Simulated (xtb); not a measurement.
CrF2O2 (SMILES [O]=[Cr](=[O])([F])[F]), singlet, from a rough starting geometry (GFN-xTB shapes and energies of metal compounds can be far from the true ones); GFN2-xTB (xtb).

Here is a job for xtb.
```
$ xtb mol.xyz --gfn 2 --opt vtight --json

# file mol.xyz
5

Cr     0.03050688    -0.03404880    -0.01038013
O      1.19586162    -0.32953286    -0.92647877
O      0.47289545     0.04542069     1.46346771
F     -0.57862539     1.45834647    -0.38740706
F     -1.12993812    -1.17382853    -0.17703472
```

The log (banner, timings and long lists left out):

```
   ID    Z sym.   atoms
    1   24 Cr     1
    2    8 O      2, 3
    3    9 F      4, 5

           -------------------------------------------------
          |                Calculation Setup                |
           -------------------------------------------------

           -------------------------------------------------
          |                 G F N 2 - x T B                 |
           -------------------------------------------------

          ...................................................
          :                      SETUP                      :
          :.................................................:
          :  # basis functions                  26          :
          :  # atomic orbitals                  25          :
          :  # shells                           11          :
          :  # electrons                        32          :
          :  max. iterations                   250          :
          :  Hamiltonian                  GFN2-xTB          :
          :  restarted?                      false          :
          :  GBSA solvation                  false          :
          :  PC potential                    false          :
          :  electronic temp.          300.0000000     K    :
          :  accuracy                    1.0000000          :
          :  -> integral cutoff          0.2500000E+02      :
          :  -> integral neglect         0.1000000E-07      :
          :  -> SCF convergence          0.1000000E-05 Eh   :
          :  -> wf. convergence          0.1000000E-03 e    :
          :  Broyden damping             0.4000000          :
          :  net charge                          0          :
          :  unpaired electrons                  0          :
          ...................................................

 iter      E             dE          RMSdq      gap      omega  full diag
   1    -16.9629186 -0.169629E+02  0.200E+01    1.65       0.0  T
   2    -15.1947207  0.176820E+01  0.271E+01   15.46       1.0  T
   3    -18.6221504 -0.342743E+01  0.134E+01    5.90       1.0  T
   4    -18.7244266 -0.102276E+00  0.128E+01    5.74       1.0  T
   5    -17.9658408  0.758586E+00  0.165E+01    6.88       1.0  T
   6    -19.4734340 -0.150759E+01  0.671E+00    2.23       1.0  T
   7    -19.4362361  0.371980E-01  0.702E+00    2.24       1.0  T
   8    -19.7703740 -0.334138E+00  0.146E+00    3.02       1.0  T
   9    -19.7780868 -0.771273E-02  0.123E+00    3.40       1.0  T
[...]
         :: total energy             -19.697876221044 Eh    ::
 * total energy  :   -19.6978762 Eh     change       -0.2821110E-08 Eh
 * total energy  :   -19.6991558 Eh     change       -0.1279559E-02 Eh
 * total energy  :   -19.6997979 Eh     change       -0.6420688E-03 Eh
 * total energy  :   -19.6998321 Eh     change       -0.3428784E-04 Eh
 * total energy  :   -19.6998465 Eh     change       -0.1439855E-04 Eh
 * total energy  :   -19.6998503 Eh     change       -0.3802580E-05 Eh
 * total energy  :   -19.6998511 Eh     change       -0.7573948E-06 Eh
 * total energy  :   -19.6998513 Eh     change       -0.2324434E-06 Eh
 * total energy  :   -19.6998514 Eh     change       -0.5926146E-07 Eh
   *** GEOMETRY OPTIMIZATION CONVERGED AFTER 9 ITERATIONS ***
         :: total energy             -19.699851390273 Eh    ::
[...]
        25                          0.6668148              18.1450
      -------------------------------------------------------------
                  HL-Gap            0.1110743 Eh            3.0225 eV
             Fermi-level           -0.4757444 Eh          -12.9457 eV

     #   Z          covCN         q      C6AA      α(0)
     1  24 Cr       2.837     0.815   150.546    31.742
     2   8 O        0.742    -0.257    19.069     5.852
     3   8 O        0.742    -0.257    19.069     5.852
     4   9 F        0.677    -0.150    10.750     3.871
     5   9 F        0.677    -0.150    10.750     3.871

 Mol. C6AA /au·bohr⁶  :        694.507413
 Mol. C8AA /au·bohr⁸  :      31256.763062
 Mol. α(0) /au        :         51.187192

Wiberg/Mayer (AO) data.
largest (>0.10) Wiberg bond orders for each atom

 ---------------------------------------------------------------------------
     #   Z sym  total        # sym  WBO       # sym  WBO       # sym  WBO
 ---------------------------------------------------------------------------
     1  24 Cr   6.977 --     3 O    2.248     2 O    2.248     4 F    1.240
                             5 F    1.240
     2   8 O    2.571 --     1 Cr   2.248     3 O    0.156
     3   8 O    2.571 --     1 Cr   2.248     2 O    0.156
     4   9 F    1.466 --     1 Cr   1.240
     5   9 F    1.466 --     1 Cr   1.240
 ---------------------------------------------------------------------------

Topologies differ in total number of bonds
Writing topology from bond orders to xtbtopo.mol

molecular dipole:
                 x           y           z       tot (Debye)
 q only:       -0.287       0.051      -0.094
   full:       -0.934       0.165      -0.307       2.533
molecular quadrupole (traceless):
                xx          xy          yy          xz          yz          zz
 q only:        0.055       0.156       0.643       0.241      -0.169      -0.698
  q+dip:        0.111       0.097       0.377       0.215      -0.117      -0.488
   full:        0.055       0.296       1.154       0.412      -0.293      -1.209

optimized geometry written to: xtbopt.xyz

           -------------------------------------------------
          | TOTAL ENERGY              -19.699851390273 Eh   |
          | GRADIENT NORM               0.000030870086 Eh/α |
          | HOMO-LUMO GAP               3.022484997744 eV   |
           -------------------------------------------------

normal termination of xtb
```
